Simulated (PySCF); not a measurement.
A calculated (LDA, PySCF 2.14, aug-cc-pwCVTZ-X2C, scalar relativity by spin-free X2C-1e) atom or ion has these occupied shells.

```json
{"shell": "1s β", "electrons": "1", "orbital energy (eV)": "-15893.8", "rms radius, mean of both spins (bohr)": "0.0451"}
{"shell": "1s α", "electrons": "1", "orbital energy (eV)": "-15893.8", "rms radius, mean of both spins (bohr)": "0.0451"}
{"shell": "2s β", "electrons": "1", "orbital energy (eV)": "-2155.5", "rms radius, mean of both spins (bohr)": "0.187"}
{"shell": "2s α", "electrons": "1", "orbital energy (eV)": "-2155.4", "rms radius, mean of both spins (bohr)": "0.187"}
{"shell": "2p β", "electrons": "3", "orbital energy (eV)": "-1917.8", "rms radius, mean of both spins (bohr)": "0.166"}
{"shell": "2p α", "electrons": "3", "orbital energy (eV)": "-1917.8", "rms radius, mean of both spins (bohr)": "0.166"}
{"shell": "3s β", "electrons": "1", "orbital energy (eV)": "-333.97", "rms radius, mean of both spins (bohr)": "0.528"}
{"shell": "3s α", "electrons": "1", "orbital energy (eV)": "-333.96", "rms radius, mean of both spins (bohr)": "0.528"}
{"shell": "3p β", "electrons": "3", "orbital energy (eV)": "-257.18", "rms radius, mean of both spins (bohr)": "0.539"}
{"shell": "3p α", "electrons": "3", "orbital energy (eV)": "-257.17", "rms radius, mean of both spins (bohr)": "0.539"}
{"shell": "3d β", "electrons": "5", "orbital energy (eV)": "-129.87", "rms radius, mean of both spins (bohr)": "0.551"}
{"shell": "3d α", "electrons": "5", "orbital energy (eV)": "-129.86", "rms radius, mean of both spins (bohr)": "0.551"}
{"shell": "4s β", "electrons": "1", "orbital energy (eV)": "-42.228", "rms radius, mean of both spins (bohr)": "1.45"}
{"shell": "4s α", "electrons": "1", "orbital energy (eV)": "-42.192", "rms radius, mean of both spins (bohr)": "1.45"}
{"shell": "4p β", "electrons": "3", "orbital energy (eV)": "-24.179", "rms radius, mean of both spins (bohr)": "1.68"}
{"shell": "4p α", "electrons": "3", "orbital energy (eV)": "-24.111", "rms radius, mean of both spins (bohr)": "1.68"}
{"shell": "5s β", "electrons": "1", "orbital energy (eV)": "-4.403", "rms radius, mean of both spins (bohr)": "4.36"}
{"shell": "5p α", "electrons": "1", "orbital energy (eV)": "-1.938", "rms radius, mean of both spins (bohr)": "6.13"}
```

Question: Name the element and its charge.

Answer: Sr (strontium, neutral), in [Kr] 5s1 5p1, 5s spin antiparallel (an excited configuration).
